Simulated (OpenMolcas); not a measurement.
## Nb III: CASPT2 settings compared

```json
{"Program": "OpenMolcas 26.06", "Basis": "ANO-R2 [7s5p4d2f1g]", "Scalar Hamiltonian": "X2C, finite nucleus", "Active space": "3 electrons in 5 orbitals (4d)", "State averaging": "2S+1 = 4 even, 10 roots; 2S+1 = 2 even, 40 roots kept (CI in the orbitals of an earlier block)", "Spin-orbit coupling": "state interaction with AMFI integrals over the reference wave functions, term energies averaged over their components"}
```

Methods on the same reference wave functions:
A. CASSCF
B. SS-CASPT2, IPEA 0.75 Eh, real shift 0.25 Eh (closed shells correlated: 4s 4p)
C. SS-CASPT2, IPEA 0.15 Eh, real shift 0.25 Eh (closed shells correlated: 3d 4s 4p)
D. SS-CASPT2, IPEA 0.3 Eh, real shift 0.1 Eh (closed shells correlated: 3d 4s 4p)
E. MS-CASPT2, IPEA 0.3 Eh, real shift 0.1 Eh (closed shells correlated: 3d 4s 4p)
F. MS-CASPT2, IPEA 0.15 Eh, real shift 0.25 Eh (closed shells correlated: 3d 4s 4p)

Energies in cm-1 above 4d3 4F 3/2, the measured ground level; measured values from the list in Shadmi, J. Res. Natl. Bur. Stand. 70A, 435 (1966).

| Level | A | B | C | D | E | F | Measured |
| --- | --- | --- | --- | --- | --- | --- | --- |
| 4d3 4F 3/2 | 0.0 | 0.0 | 0.0 | 0.0 | 0.0 | 0.0 | 0.0 |
| 4d3 4F 5/2 | 500 | 510 | 515 | 514 | 514 | 515 | 516 |
| 4d3 4F 7/2 | 1155 | 1168 | 1174 | 1173 | 1174 | 1175 | 1177 |
| 4d3 4F 9/2 | 1931 | 1934 | 1935 | 1935 | 1936 | 1935 | 1939 |
| 4d3 4P 1/2 | 11281 | 9670 | 8930 | 9130 | 9030 | 8860 | 8664 |
| 4d3 4P 3/2 | 11385 | 9710 | 8970 | 9160 | 8970 | 8830 | 8608 |
| 4d3 2G 7/2 | 12075 | 10240 | 9430 | 9630 | 9630 | 9440 | 9236 |
| 4d3 4P 5/2 | 12075 | 10480 | 9740 | 9950 | 9940 | 9740 | 9594 |
| 4d3 2G 9/2 | 12630 | 10760 | 9980 | 10170 | 10200 | 10010 | 9804 |
| 4d3 2P 1/2 | 15784 | 13120 | 12370 | 12440 | 11210 | 11330 |  |
| 4d3 2H 9/2 | 15971 | 13640 | 13040 | 13150 | 13480 | 13320 | 12916 |
| 4d3 2H 11/2 | 16318 | 13930 | 13360 | 13460 | 13820 | 13660 | 13264 |
| 4d3 2D 5/2(1) | 17817 | 14810 | 13660 | 13900 | 13910 | 13670 | 13094 |
| 4d3 2F 7/2 | 26598 | 22000 | 20860 | 21060 | 21060 | 20860 | 19861 |
| 4d3 2F 5/2 | 26855 | 22240 | 21100 | 21300 | 21310 | 21100 | 19975 |
| 4d3 2D 5/2(2) | 41508 | 33860 | 33160 | 33190 | 33180 | 33150 |  |
| 4d3 2D 3/2(2) | 41805 | 34140 | 33440 | 33470 | 33520 | 33460 |  |

Deviations, from unrounded energies. A percentage is the sum of absolute deviations over the sum of measured energies, with the sign that they share, or ± where signs differ.

```csv
Against measurement,Levels,A,B,C,D,E,F
mean absolute deviation (cm-1),13,2900,960,310,450,490,340
fine structure of the ground term (%),3,-1.3,-0.5,-0.2,-0.3,-0.2,-0.2
other terms of the ground configuration (%),10,+30.4,+10.0,+3.2,+4.7,+5.1,+3.6
```

C lies closest to measurement on these levels and A furthest from it. The largest miss of C in the table is 4d3 2F 5/2, by +1100 cm-1. The ranking rests on the paired levels alone, and a cruder setting can come out closer through cancelling errors.

Among B to F the level of the table that moves most is 4d3 2P 1/2, by 1900 cm-1 (lowest in E, highest in B). Moves below CASPT2's spread within the term are not significant.

The mean deviations of B to F differ by less than CASPT2's widest spread within a term (1000 cm-1), so their order carries little weight.

From A to B the spin-free energies of the other terms of 4d3 shown, above 4F, scale by factors of 0.81 to 0.85, as is usual when dynamic correlation screens the repulsion within a d or f shell.

The lowest spin-free term lies below A's lowest term by 0.266 hartree in B, 0.327 hartree in C, 0.323 hartree in D, 0.323 hartree in E, 0.327 hartree in F.

CASPT2 does not keep the components of a term degenerate, so their means are used; among the terms shown or strongly mixed into the levels shown the widest spread is 1000 cm-1 (4d3 2H, D). Levels of configurations with an s electron are missing; early in the row they begin among the upper levels of the d shell and mix with terms of their name. Terms from blocks run as CI alone lack orbitals of their own. The CASPT2 spread within a term exceeds the gap to the next term for 4d3 2P and 4d3 2H, so the order of their levels is uncertain (figures for B; the like holds for C, D, E, F). Without dynamic correlation excited terms often stand tens of per cent too high (terms of higher spin than the ground term too low), and those without a measured partner can miss by more than the paired ones (holds for A). Measured partners are found by configuration, term and J. A level has none where our copy of the source lacks it or the pairing is in doubt (some pairs that miss far off the trend of their configuration count as doubtful), and it then counts in no deviation. Levels of configurations outside the active space are missing. The table leaves out levels that lie high or whose names do not pair safely across all columns.

A number in round brackets counts repeated terms of one configuration in the order of the reference energies.
